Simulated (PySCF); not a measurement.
C3H2O, SMILES O=c1cc1.

Geometry optimised at B3LYP-D3(BJ)/def2-SVP.

Computed with PySCF with PBE/def2-TZVPD.

The molecule is in vacuum.

Problem. Estimate the frontier levels, gap, dipole moment and polarisability. (Estimate from the structure and the level; the computed values follow.)

Solution. 
The highest occupied level comes out as -5.63 eV and the lowest empty level is -2.36 eV. The orbital gap is 3.27 eV. The dipole moment is 4.03 D and the quadrupole, principal values (traceless, Buckingham form, about the centre of nuclear charge) comes out as -3.93, -0.08, 4.02 D·Å. The mean static polarisability is 37.2 bohr³ (5.51 Å³) and the polarisability, principal values comes out as 24.1, 39.0, 48.3 bohr³.
